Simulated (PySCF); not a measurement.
InHClBr, SMILES [Br][InH][Cl]. Geometry: PBE0-D3(BJ)/def2-SVP. The def2 effective core potentials stand for the cores of In; spin–orbit coupling is left out.

Q: Give the equilibrium geometry at PBE0-D3(BJ)/def2-SVP (PySCF confirms it by a frequency run) as bond lengths and angles, and its point group. (An estimate is asked for; the answer gives what the named calculation found.)

A: point group Cs.
Atoms: In1 H2 Cl3 Br4. Bond lengths (Å): In1–H2 1.705, In1–Cl3 2.341, In1–Br4 2.472. Angles (°): H2–In1–Cl3 122.6, H2–In1–Br4 124.5, Cl3–In1–Br4 112.8.
